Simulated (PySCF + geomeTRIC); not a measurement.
A geometry relaxed with PBE0-D3(BJ)/def2-TZVP run with PySCF + geomeTRIC, charge 0, multiplicity 1:

```xyz
8

H      1.4268    -0.9544     0.3138
H     -1.4722     1.3468    -0.4616
H      1.4324     0.7935     0.6034
Ge    -0.9161    -0.0019     0.0294
H      1.3803     0.1703    -1.0544
C      1.0355     0.0023    -0.0336
H     -1.4065    -0.2375     1.4693
H     -1.4798    -1.1186    -0.8676
```

Write the SMILES of this molecule.

`[CH3][GeH3]`
